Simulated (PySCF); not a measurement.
SMILES C1=CSC(=C2SC=CS2)S1 (C6H4S4) (GFN2-xTB optimised geometry):

```
14

C     -0.664    -3.165     0.000
C      0.666    -3.165     0.000
S      1.488    -1.628     0.000
C      0.001    -0.672     0.004
S     -1.487    -1.628     0.000
C      0.000     0.671     0.008
S      1.487     1.628     0.011
C      0.663     3.165     0.022
C     -0.667     3.164     0.022
S     -1.488     1.626     0.011
H     -1.287    -4.040     0.000
H      1.288    -4.040     0.000
H      1.285     4.040     0.028
H     -1.290     4.038     0.028
```

Computed with PBE0/def2-TZVP (PySCF 2.14.0).

What are the frontier orbital energies and the dipole moment?

HOMO-2 -7.97 eV, HOMO-1 -6.79 eV, HOMO -4.78 eV, LUMO -0.97 eV, LUMO+1 -0.44 eV; dipole moment 0.01 D.

Meta-Löwdin charges at PBE0/def2-TZVP: C1 -0.24, C2 -0.24, S3 0.21, C4 -0.25, S5 0.21, C6 -0.25, S7 0.21, C8 -0.24, C9 -0.24, S10 0.21, H11 0.15, H12 0.15, H13 0.15, H14 0.15.
